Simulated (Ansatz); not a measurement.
Computed with Ansatz on PBE0-D4/def2-TZVP structures; ΔE is electronic, products minus reactants. CBS: MP2 limit from def2 TZ/QZ plus the TZ coupled-cluster correction, frozen cores. DFT in def2-TZVPP. HSE06 is defined as in plane-wave codes. Elements past krypton have def2 core potentials. For Ga, In outer-core shells are correlated without core-valence functions, which leaves a few kJ/mol of doubt a bond. Scalar relativity is left out up to krypton. Each species was taken in one conformer, which may not be the lowest.

`[NH2][Ga]([SH])[Cl]` + `[NH2][In]([SH])[O][SiH3]` → `[NH2][Ga]([Cl])[O][SiH3]` + `[NH2][In]([SH])[SH]`  (redistribution)

`[NH2][Ga]([SH])[Cl]`:

```xyz
7

N    -1.019    0.707   -0.895
Ga    0.225    0.036    0.217
S     0.493   -2.105    0.570
Cl    1.455    1.430    1.280
H    -1.064    1.687   -1.113
H    -1.572    0.141   -1.515
H     1.482   -1.895    1.455
```

`[NH2][In]([SH])[O][SiH3]`:

Cartesian coordinates in Å:
```
N 0.519 1.236 1.855
In 1.148 0.543 0.079
S 3.165 0.891 -1.091
O -0.205 -0.452 -0.981
Si -1.708 -1.002 -0.703
H 1.227 1.409 2.554
H -0.238 0.709 2.269
H 2.697 0.222 -2.159
H -2.071 -0.890 0.745
H -1.818 -2.437 -1.086
H -2.716 -0.229 -1.480
```

`[NH2][Ga]([Cl])[O][SiH3]`:

Z-matrix (Å, degrees):
```
Si
O 1 1.636
H 1 1.485 2 108.0
H 1 1.489 2 111.2 3 119.6
H 1 1.489 2 111.1 3 -119.6
Ga 2 1.767 1 136.9 3 179.6
Cl 6 2.131 2 118.2 1 -0.1
N 6 1.792 2 120.1 1 177.3
H 8 1.005 6 121.9 2 11.8
H 8 1.005 6 122.1 2 171.0
```

`[NH2][In]([SH])[SH]`:

Z-matrix (Å, degrees):
```
N
In 1 2.012
H 1 1.010 2 116.8
H 1 1.010 2 116.8 3 -132.0
S 2 2.381 1 119.1 3 158.8
S 2 2.381 1 119.1 3 -26.7
H 5 1.343 2 93.6 1 176.3
H 6 1.343 2 93.6 1 -176.0
```

```
             level  ΔE (kJ/mol)  difference from CCSD(T)/CBS
         revPBE-D4        -20.8                          0.4
           BLYP-D4        -22.5                         -1.3
          HSE06-D4        -25.0                         -3.8
           ωB97X-V        -23.8                         -2.6
         CAM-B3LYP        -25.4                         -4.2
       HF/def2-SVP        -36.2                        -15.0
     CCSD/def2-SVP        -28.3                         -7.1
   CCSD/def2-TZVPP        -27.9                         -6.7
    MP2/def2-QZVPP        -24.6                         -3.4
SCS-MP2/def2-QZVPP        -25.2                         -4.0
       CCSD(T)/CBS        -21.2                            0
```

Largest T1 diagnostic among the species: 0.015.

From r2SCAN to r2SCAN0 (25 % exact exchange), in def2-TZVPP and without D4, ΔE moves by −3.1 kJ/mol. In def2-TZVPP, CCSD(T) changes the Hartree–Fock value by +7.4 kJ/mol (the triples alone add +1.7 kJ/mol) and MP2 by +6.3 kJ/mol. Leaving LDA and LC-ωPBE aside and taking each functional with its dispersion term where it has one, the values, not all of them listed here, spread over 8.6 kJ/mol, from BHLYP-D4 to B97M-V.
